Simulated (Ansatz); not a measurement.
One change: `C/N=C\Br` becomes `C/N=C\CN`.

Ansatz, PBE0-D4/def2-TZVP geometries, multiplicity 1. Each molecule was computed in one conformer, which needn't be the lowest.

Scalar relativity is left out up to krypton.

| property | `C/N=C\Br` |
| --- | --- |
| LUMO energy (PBE0/def2-TZVPP) / eV | -0.59 |
| size of the dipole moment (B3LYP/def2-TZVPP) / D | 0.80 |
| HOMO energy (B3LYP/def2-TZVPP) / eV | -7.59 |
| LUMO energy (B3LYP/def2-TZVPP) / eV | -0.83 |
| HOMO–LUMO gap (PBE/def2-TZVPP) / eV | 4.83 |
| HOMO energy (PBE0/def2-TZVPP) / eV | -7.82 |

Give the same properties after the change, and the shifts. (An estimate is asked.)

The calculation gave: 
| property | `C/N=C\CN` | shift |
| --- | --- | --- |
| LUMO energy (PBE0/def2-TZVPP) / eV | 0.01 | 0.60 |
| size of the dipole moment (B3LYP/def2-TZVPP) / D | 2.81 | 2.01 |
| HOMO energy (B3LYP/def2-TZVPP) / eV | -6.60 | 0.99 |
| LUMO energy (B3LYP/def2-TZVPP) / eV | -0.26 | 0.57 |
| HOMO–LUMO gap (PBE/def2-TZVPP) / eV | 4.26 | -0.57 |
| HOMO energy (PBE0/def2-TZVPP) / eV | -6.82 | 1.00 |

With PBE0 the HOMO rises by 1.00 eV and the LUMO rises by 0.60 eV, so the gap narrows by about 0.40 eV. PBE moves the HOMO by 1.14 eV and ωB97M-V by 0.82 eV. Dipoles are sizes alone; their direction can turn.

B3LYP here is the variant with VWN-RPA as its local correlation; programs differ in this.

Spin–orbit coupling is left out; it splits and shifts lone-pair levels of the heavy atoms by tenths of an eV.
